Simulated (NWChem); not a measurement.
Program: NWChem. System: FNa, charge 0, spin multiplicity 1, at a geometry optimised with PBE0/def2-SVP. The structure started from a generated list of species. Level: RHF/def2-TZVP.

The NWChem input:

```
start mol
memory heap 200 mb stack 900 mb global 1100 mb
geometry units angstroms nocenter noautoz
  Na     0.000000     0.000000    -0.849713
  F      0.000000     0.000000     1.038538
  symmetry group C2v
end
basis spherical
  * library def2-tzvp
end
scf
  rhf
  nopen 0
  maxiter 100
  thresh 1e-7
  semidirect memsize 60000000 filesize 0
end
task scf energy
```

Output (cleaned and shortened):

```
             Northwest Computational Chemistry Package (NWChem) 7.3.0
             --------------------------------------------------------

                                NWChem Input Module
                                -------------------

 Scaling coordinates for geometry "geometry" by  1.889725989
 (inverse scale =  0.529177249)

 Turning off AUTOSYM since
 SYMMETRY directive was detected!

                             Geometry "geometry" -> ""
                             -------------------------

 Output coordinates in angstroms (scale by  1.889725989 to convert to a.u.)

  No.       Tag          Charge          X              Y              Z
 ---- ---------------- ---------- -------------- -------------- --------------
    1 Na                  11.0000     0.00000000     0.00000000    -0.84971300
    2 F                    9.0000     0.00000000     0.00000000     1.03853800

 Effective nuclear repulsion energy (a.u.)      27.7444829374

            Nuclear Dipole moment (a.u.)
            ----------------------------
        X                 Y               Z
 ---------------- ---------------- ----------------
     0.0000000000     0.0000000000    -0.0000018897

      Symmetry information
      --------------------

 Group name             C2v
 Group number             16
 Group order               4
 No. of unique centers     2

      Symmetry unique atoms

     1    2


 Summary of "ao basis" -> "" (spherical)
 ------------------------------------------------------------------------------
       Tag                 Description            Shells   Functions and Types
 ---------------- ------------------------------  ------  ---------------------
 *                         def2-tzvp                  on all atoms

 Summary of "ao basis" -> "ao basis" (spherical)
 ------------------------------------------------------------------------------
       Tag                 Description            Shells   Functions and Types
 ---------------- ------------------------------  ------  ---------------------
 Na                        def2-tzvp                12       32   5s4p3d
 F                         def2-tzvp                11       31   5s3p2d1f

                                 NWChem SCF Module
                                 -----------------

  ao basis        = "ao basis"
  functions       =    63
  atoms           =     2
  closed shells   =    10
  open shells     =     0
  charge          =   0.00
  wavefunction    = RHF
  use symmetry    = T
  symmetry adapt  = T

 Summary of "ao basis" -> "ao basis" (spherical)
 ------------------------------------------------------------------------------
       Tag                 Description            Shells   Functions and Types
 ---------------- ------------------------------  ------  ---------------------
 Na                        def2-tzvp                12       32   5s4p3d
 F                         def2-tzvp                11       31   5s3p2d1f

      Symmetry analysis of basis
      --------------------------

        a1         29
        a2          6
        b1         14
        b2         14

 Forming initial guess at       0.0s

      Superposition of Atomic Density Guess
      -------------------------------------

 Sum of atomic energies:        -261.26989206

      Non-variational initial energy
      ------------------------------

 Total energy =    -260.968677
 1-e energy   =    -422.202690
 2-e energy   =     133.489531
 HOMO         =      -0.640249
 LUMO         =      -0.057868
[...]
      Symmetry analysis of molecular orbitals - initial
      -------------------------------------------------

 !! scf_movecs_sym_adapt:   40 vectors were symmetry contaminated

  Symmetry fudging

 !! scf_movecs_sym_adapt:   38 vectors were symmetry contaminated

  Numbering of irreducible representations:

     1 a1          2 a2          3 b1          4 b2

  Orbital symmetries:

     1 a1          2 a1          3 a1          4 a1          5 b2
     6 b1          7 a1          8 a1          9 b1         10 b2
    11 a1         12 b1         13 b2         14 a1         15 a1
    16 b1         17 b2         18 a1         19 a1         20 a2

 Starting SCF solution at       0.3s

 ----------------------------------------------
         Quadratically convergent ROHF

 Convergence threshold     :          1.000E-07
 Maximum no. of iterations :          100
 Final Fock-matrix accuracy:          1.000E-09
 ----------------------------------------------

              iter       energy          gnorm     gmax       time
             ----- ------------------- --------- --------- --------
                 1     -261.2916163133  1.30D+00  4.53D-01      0.3
                 2     -261.3669442625  1.92D-01  5.58D-02      0.4
                 3     -261.3687502735  1.13D-02  3.33D-03      0.4
                 4     -261.3687609348  6.71D-05  2.15D-05      0.4
                 5     -261.3687609351  2.37D-09  9.67D-10      0.5

       Final RHF  results
       ------------------

         Total SCF energy =   -261.368760935127
      One-electron energy =   -425.313335039487
      Two-electron energy =    136.200091166991
 Nuclear repulsion energy =     27.744482937369

        Time for solution =      0.1s

       Symmetry analysis of molecular orbitals - final
       -----------------------------------------------

  Numbering of irreducible representations:

     1 a1          2 a2          3 b1          4 b2

  Orbital symmetries:

     1 a1          2 a1          3 a1          4 a1          5 b1
     6 b2          7 a1          8 a1          9 b2         10 b1
    11 a1         12 b2         13 b1         14 a1         15 a1
    16 b2         17 b1         18 a1         19 a1         20 a2

             Final eigenvalues
             -----------------

              1
    1  -40.4611
    2  -26.0627
    3   -2.7848
    4   -1.5123
    5   -1.5082
    6   -1.5082
    7   -1.3210
    8   -0.4412
    9   -0.4286
   10   -0.4286
   11   -0.0100
   12    0.0526
   13    0.0526
   14    0.0876
   15    0.1080
   16    0.2277
   17    0.2277
   18    0.2532
   19    0.2784
   20    0.2784

                       ROHF Final Molecular Orbital Analysis
                       -------------------------------------

 Vector    8  Occ=2.000000D+00  E=-4.412282D-01  Symmetry=a1
              MO Center=  5.6D-17, -1.6D-16,  1.0D+00, r^2= 5.8D-01
   Bfn.  Coefficient  Atom+Function         Bfn.  Coefficient  Atom+Function
  ----- ------------  ---------------      ----- ------------  ---------------
    40      0.473060  2 F  pz                43      0.409303  2 F  pz
    46      0.321339  2 F  pz

 Vector    9  Occ=2.000000D+00  E=-4.285968D-01  Symmetry=b2
              MO Center=  5.0D-31,  1.0D-16,  1.0D+00, r^2= 5.8D-01
   Bfn.  Coefficient  Atom+Function         Bfn.  Coefficient  Atom+Function
  ----- ------------  ---------------      ----- ------------  ---------------
    39      0.470505  2 F  py                42      0.405296  2 F  py
    45      0.312783  2 F  py

 Vector   10  Occ=2.000000D+00  E=-4.285968D-01  Symmetry=b1
              MO Center=  3.6D-17,  8.7D-31,  1.0D+00, r^2= 5.8D-01
   Bfn.  Coefficient  Atom+Function         Bfn.  Coefficient  Atom+Function
  ----- ------------  ---------------      ----- ------------  ---------------
    38      0.470505  2 F  px                41      0.405296  2 F  px
    44      0.312783  2 F  px

 Vector   11  Occ=0.000000D+00  E=-1.003398D-02  Symmetry=a1
              MO Center=  4.2D-15, -1.2D-14, -2.4D+00, r^2= 8.8D+00
   Bfn.  Coefficient  Atom+Function         Bfn.  Coefficient  Atom+Function
  ----- ------------  ---------------      ----- ------------  ---------------
     5      0.897227  1 Na s                 14     -0.456152  1 Na pz

 Vector   12  Occ=0.000000D+00  E= 5.264937D-02  Symmetry=b2
              MO Center=  3.8D-30,  1.1D-14, -1.1D+00, r^2= 1.2D+01
   Bfn.  Coefficient  Atom+Function         Bfn.  Coefficient  Atom+Function
  ----- ------------  ---------------      ----- ------------  ---------------
    13      1.064013  1 Na py

 Vector   13  Occ=0.000000D+00  E= 5.264937D-02  Symmetry=b1
              MO Center= -7.6D-15, -2.7D-30, -1.1D+00, r^2= 1.2D+01
   Bfn.  Coefficient  Atom+Function         Bfn.  Coefficient  Atom+Function
  ----- ------------  ---------------      ----- ------------  ---------------
    12      1.064013  1 Na px

 center of mass
 --------------
 x =   0.00000000 y =   0.00000000 z =   0.00881348

 moments of inertia (a.u.)
 ------------------
         132.446986505747           0.000000000000           0.000000000000
           0.000000000000         132.446986505747           0.000000000000
           0.000000000000           0.000000000000           0.000000000000

  Mulliken analysis of the total density
  --------------------------------------

    Atom       Charge   Shell Charges
 -----------   ------   -------------------------------------------------------
    1 Na  11    10.16   2.00  0.67  1.33  0.03 -0.01  5.08  0.91  0.01  0.06  0.00  0.02  0.05
    2 F    9     9.84   0.77  1.20  0.59  0.97  0.45  2.24  2.24  1.37  0.00  0.00  0.00

       Multipole analysis of the density wrt the origin
       ------------------------------------------------

     L   x y z        total         open         nuclear
     -   - - -        -----         ----         -------
     0   0 0 0     -0.000000      0.000000     20.000000

     1   1 0 0     -0.000000      0.000000      0.000000
     1   0 1 0      0.000000      0.000000      0.000000
     1   0 0 1     -3.217901      0.000000     -0.000002

     2   2 0 0     -7.163142      0.000000      0.000000
     2   1 1 0     -0.000000      0.000000      0.000000
     2   1 0 1     -0.000000      0.000000      0.000000
     2   0 2 0     -7.163142      0.000000      0.000000
     2   0 1 1      0.000000      0.000000      0.000000
     2   0 0 2     -7.596135      0.000000     63.026373

 Task  times  cpu:        0.5s     wall:        0.5s

 Total times  cpu:        0.5s     wall:        0.5s
```
